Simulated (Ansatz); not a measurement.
Basis-set extrapolation for `CCCCCSC` (PBE0-D4/def2-TZVP geometry, frozen core, Ansatz). Multiplicity 1, RHF reference.

|  | def2-TZVPP | def2-QZVPP |
| --- | --- | --- |
| HF | -632.990106 | -633.012620 |
| MP2 correlation | -1.238427 | -1.320074 |
| CCSD(T) correlation | -1.374844 | not run |

Energies in hartree. Use E(X) = E(∞) + A·exp(−7.88·√X) for Hartree–Fock and E(X) = E(∞) + B·X^(−2.97) for correlation, with X = 3 and 4, and add CCSD(T) minus MP2 of the smaller set to the MP2 limit.

Q: What is the CCSD(T) energy at the basis-set limit?

A: HF limit: -633.012620 + (-0.022514) × 0.13774 = -633.01572. MP2 limit: -1.320074 + (-0.081647) × 0.74074 = -1.38055. Higher-order term: -1.374844 − (-1.238427) = -0.13642. Total: -634.53269 hartree, 440.4 kJ/mol below CCSD(T)/def2-TZVPP.
